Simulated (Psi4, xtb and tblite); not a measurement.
Two geometries of C10H8N2, SMILES c1cc(-c2ccncc2)ccn1, singlet, relaxed at GFN2-xTB with one dihedral held; other torsions can differ between them too.

Structure A

```
20

C      3.0547    -0.2783     0.0348
C      1.7448    -0.7181     0.1224
C      0.7119     0.2118     0.0030
C     -0.6985    -0.1976     0.0622
C     -1.6843     0.6586     0.5527
C     -3.0003     0.2282     0.5624
N     -3.3858    -0.9563     0.1200
C     -2.4565    -1.7678    -0.3544
C     -1.1112    -1.4440    -0.4086
C      1.0714     1.5414    -0.2165
C      2.4151     1.8677    -0.2909
N      3.3905     0.9841    -0.1678
H      3.8806    -0.9715     0.1291
H      1.5331    -1.7593     0.3106
H     -1.4277     1.6294     0.9477
H     -3.7897     0.8643     0.9416
H     -2.8115    -2.7258    -0.7115
H     -0.4020    -2.1396    -0.8298
H      0.3196     2.3039    -0.3491
H      2.7295     2.8893    -0.4606
```

Structure B

```
20

C      3.0510    -0.2783     0.0485
C      1.7426    -0.7258     0.1304
C      0.7130     0.2010    -0.0078
C     -0.6979    -0.2182     0.0394
C     -1.2230    -0.8448     1.1661
C     -2.5649    -1.1888     1.1669
N     -3.3788    -0.9536     0.1522
C     -2.8814    -0.3538    -0.9156
C     -1.5586     0.0431    -1.0232
C      1.0574     1.5301    -0.2380
C      2.4004     1.8652    -0.2924
N      3.3781     0.9862    -0.1552
H      3.8815    -0.9651     0.1480
H      1.5216    -1.7698     0.2944
H     -0.5956    -1.0530     2.0197
H     -3.0143    -1.6749     2.0231
H     -3.5820    -0.1792    -1.7218
H     -1.1957     0.5312    -1.9151
H      0.2919     2.2821    -0.3559
H      2.7122     2.8881    -0.4589
```

Which is lower in energy at the level M06-2X/def2-TZVP // GFN2-xTB (Psi4), and by how much?

A is lower, by 3.33 kJ/mol (dihedral C2–C3–C4–C5: 150° in A, 60° in B).

E(B) − E(A) in kJ/mol at the other levels, on the same two geometries: GFN2-xTB (xtb and tblite) 1.45; B3LYP/def2-TZVP // GFN2-xTB (Psi4) 3.00; B3LYP-D3(BJ)/def2-TZVP // GFN2-xTB (Psi4) 3.46; PBE/def2-TZVP // GFN2-xTB (Psi4) 4.11; PBE-D3(BJ)/def2-TZVP // GFN2-xTB (Psi4) 4.34.
